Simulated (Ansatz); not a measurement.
Mulliken charges of `F/C=[C](\F)[AlH2]` from B3LYP/def2-TZVPP in Ansatz (PBE0-D4/def2-TZVP geometry).

```json
{"atom": "F1", "x (Å)": "1.089", "y (Å)": "0.514", "z (Å)": "2.296", "charge (e)": "-0.178"}
{"atom": "C2", "x (Å)": "0.447", "y (Å)": "0.568", "z (Å)": "1.135", "charge (e)": "0.091"}
{"atom": "C3", "x (Å)": "0.323", "y (Å)": "-0.469", "z (Å)": "0.305", "charge (e)": "0.041"}
{"atom": "F4", "x (Å)": "0.885", "y (Å)": "-1.642", "z (Å)": "0.669", "charge (e)": "-0.212"}
{"atom": "Al5", "x (Å)": "-0.644", "y (Å)": "-0.265", "z (Å)": "-1.374", "charge (e)": "0.405"}
{"atom": "H6", "x (Å)": "0.024", "y (Å)": "1.541", "z (Å)": "0.914", "charge (e)": "0.117"}
{"atom": "H7", "x (Å)": "-0.797", "y (Å)": "-1.484", "z (Å)": "-2.366", "charge (e)": "-0.128"}
{"atom": "H8", "x (Å)": "-1.236", "y (Å)": "1.180", "z (Å)": "-1.636", "charge (e)": "-0.136"}
```

By hand: the dipole of these point charges (1 e Å = 4.8032 D).

Σ q r = (-0.315, 0.392, -0.359) e Å, of length 0.618 e Å = 2.97 D.

How does the dipole of the full density compare? (Estimate.)

The calculation gave: (-0.204, 0.258, -0.230) e Å, 1.93 D; the point charges give 1.54 times that, at 1° from its direction.

Point charges leave out the atoms' own dipoles, such as those of lone pairs, and Mulliken's split depends on the basis, so the two needn't agree.

B3LYP here is the variant with VWN-RPA as its local correlation; programs differ in this.
